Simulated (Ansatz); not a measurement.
**Reading a saddle point**

A first-order saddle point of SiH₂F₄, closed shell, PBE0-D4/def2-TZVP, with one imaginary mode of 1059i cm⁻¹:

```json
{"atom": "Si1", "x (Å)": "-0.3628", "y (Å)": "-0.1074", "z (Å)": "-0.1323"}
{"atom": "H2", "x (Å)": "1.2492", "y (Å)": "-0.4481", "z (Å)": "-0.2342"}
{"atom": "F3", "x (Å)": "-0.5337", "y (Å)": "-1.3067", "z (Å)": "-1.1629"}
{"atom": "F4", "x (Å)": "-1.1967", "y (Å)": "-0.6258", "z (Å)": "1.0922"}
{"atom": "F5", "x (Å)": "-0.9623", "y (Å)": "1.0929", "z (Å)": "-0.9466"}
{"atom": "H6", "x (Å)": "1.2571", "y (Å)": "0.3211", "z (Å)": "0.4152"}
{"atom": "F7", "x (Å)": "0.5492", "y (Å)": "1.0740", "z (Å)": "0.9686"}
```

Ansatz 0.2.0; basis: def2-TZVPP and def2-QZVPP; cores frozen in the correlated methods. Extrapolation: Hartree–Fock as exp(−7.88 √X), correlation as X^−2.97.

**Question.** Which contacts change along the imaginary mode, and what lies on either side? (A judgement: the text doesn't fix the answer.)

**Answer.** Computed: The step is SiHF₃ ([F][SiH]([F])[F]) + HF → SiF₄ ([F][Si]([F])([F])[F]) + H₂, with the molecules in contact on both sides. Shortening one way: Si1–F7, H2–H6; lengthening the same way: Si1–H2, H6–F7.
```json
{"pair": "Si1–F7", "one side (Å)": "3.45", "saddle (Å)": "1.85", "other side (Å)": "1.56"}
{"pair": "H2–H6", "one side (Å)": "3.18", "saddle (Å)": "1.01", "other side (Å)": "0.75"}
{"pair": "Si1–H2", "one side (Å)": "1.46", "saddle (Å)": "1.65", "other side (Å)": "3.83"}
{"pair": "H6–F7", "one side (Å)": "0.92", "saddle (Å)": "1.17", "other side (Å)": "3.07"}
```

**Question.** Which side is lower, and how far does the saddle lie above each? (To be estimated.)

**Answer.** By the calculation: The side with Si1–F7, H2–H6 short is lower by 113.1 kJ/mol; the saddle lies 264.9 kJ/mol above it and 151.8 kJ/mol above the other (CCSD(T) at an estimated basis limit (MP2 extrapolated from triple and quadruple zeta, plus CCSD(T) − MP2 in triple zeta); electronic energies).

No T1 diagnostic of these runs exceeds 0.013.

Labels in which every atom is bracketed show which atoms are joined, not bond orders.

For scale, one of the runs: CCSD(T)/def2-TZVPP, 194 basis functions, launched by `ansatz run in.yaml --threads 4 --pin off --events-out ev --progress --plain --max-ram 9574MiB`. Hardware: 4 CPU threads of an AMD EPYC 9B45, shared host. Wall time 20 s; peak host memory 2.5 GiB.
